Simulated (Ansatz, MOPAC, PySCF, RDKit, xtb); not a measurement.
Pair of molecules: HF (SMILES F) (first 2 atoms) with HBr (SMILES Br); geometry from B3LYP-D3(BJ)/def2-TZVP, rigid monomers moved along the line of their centres of mass till F1···H4 is 2.90 Å.
(charge 0, multiplicity 1):
```xyz
4

F     -0.36219     0.13537     0.36942
H     -0.22032    -0.77429     0.26520
Br     0.03208     1.12021     4.54186
H     -0.13980     1.00875     3.12665
```

```csv
level,interaction energy (meV),"minus CCSD(T)/CBS(aug-cc-pVTZ, aug-cc-pVQZ)",cost
UFF,-7.4,51.5,-
GFN-FF,-49.1,9.8,-
AM1,-39.5,19.4,-
PM3,-33.5,25.3,-
PM7,-38.5,20.3,-
GFN1-xTB,-31.8,27.0,-
HF/STO-3G (no counterpoise),-28.7,30.2,-
HF/3-21G (no counterpoise),-84.5,-25.6,-
HF/6-31G*,-53.5,5.4,-
HF/6-31G* (no counterpoise),-73.2,-14.4,-
HF/aug-cc-pVDZ,-50.7,8.2,-
HF/aug-cc-pVQZ,-48.5,10.4,-
PBE/def2-TZVPPD,-55.5,3.4,×1
PBE-D3(BJ)/def2-TZVPPD,-63.0,-4.1,×1
PBE-D4/def2-TZVPPD,-62.7,-3.9,×1
BP86/6-31G* (no counterpoise),-80.7,-21.9,-
r2SCAN-D4/def2-TZVPPD,-59.0,-0.2,×1
B3LYP/3-21G (no counterpoise),-106.6,-47.7,-
B3LYP/6-31G*,-57.1,1.8,-
B3LYP/6-31G* (no counterpoise),-88.9,-30.1,-
B3LYP/def2-TZVPPD,-44.5,14.3,×1
B3LYP-D3(BJ)/def2-TZVPPD,-55.6,3.3,×1
B3LYP-D4/def2-TZVPPD,-54.8,4.1,×1
PBE0/def2-TZVPPD,-54.5,4.4,×1
PBE0-D3(BJ)/def2-TZVPPD,-61.9,-3.1,×1
PBE0-D4/def2-TZVPPD,-61.5,-2.6,×1
M06-2X/6-31G* (no counterpoise),-91.8,-33.0,-
wB97X-V/def2-TZVPPD,-59.2,-0.4,×2
MP2/6-31G*,-60.6,-1.8,-
MP2/6-31G* (no counterpoise),-88.8,-30.0,-
MP2/aug-cc-pVDZ,-56.9,2.0,-
MP2/aug-cc-pVTZ,-57.9,0.9,-
SCS-MP2/aug-cc-pVDZ,-53.0,5.8,-
SCS-MP2/aug-cc-pVTZ,-53.6,5.3,-
SCS-MP2/aug-cc-pVQZ,-54.3,4.5,-
CCSD/aug-cc-pVTZ,-54.9,4.0,-
CCSD/aug-cc-pVQZ,-55.8,3.1,-
CCSD(T)/aug-cc-pVDZ,-54.9,3.9,×2
CCSD(T)/aug-cc-pVTZ,-56.7,2.1,×9
"CCSD(T)/CBS(aug-cc-pVTZ, aug-cc-pVQZ)",-58.8,0.0,×70*
```

 The comparison column counts from a level with limits of its own.

The rows run from -106.6 (B3LYP/3-21G (no counterpoise)) to -7.4 meV (UFF). In aug-cc-pVTZ the value moves MP2 -57.9, CCSD -54.9, CCSD(T) -56.7, a shift of 1.2 from MP2 to CCSD(T). From aug-cc-pVDZ to aug-cc-pVTZ MP2 changes by -1.1. The dispersion term adds -7.5 in PBE-D3(BJ), -7.2 in PBE-D4, -11.1 in B3LYP-D3(BJ). The 4 functionals in def2-TZVPPD without D3 or D4 span 14.7, from wB97X-V to B3LYP.

Monomers are frozen at their geometry in the pair; levels with a basis set take the counterpoise correction. Rows marked so take none. RDKit's UFF carries no charges.

Cores are frozen in the correlated methods. Filled d and f shells under p-block atoms count as core. CBS: X⁻³ extrapolation of the correlation energy, Hartree–Fock from the larger set. Rows in 3-21G, 6-31G*, STO-3G carry no dispersion term and start afresh at each structure (6-31G* with six Cartesian d functions); the Pople sets are all-electron and without relativity. MP2/6-31G* freezes PySCF's default core, which leaves 3d correlated. The state that AM1, PM3, PM7 reach isn't checked; PM7 holds dispersion and hydrogen-bond terms.

Run with Ansatz (a first-principles code) with Gaussian orbitals; MOPAC for AM1, PM3, PM7 (differences of heats of formation); PySCF for 3-21G rows, 6-31G* rows, STO-3G rows, the dispersion terms; RDKit for the force fields; xtb for the GFN methods. Each number belongs to the level named beside it.

Costs are rough ratios of core time to PBE/def2-TZVPPD (about 4 s over the structures, on one shared machine); a dash marks a level with no comparable run of its own. A star marks coupled-cluster runs past 200 virtual orbitals, where the program's memory plan changes under this machine's limit, so their costs aren't comparable with smaller runs.
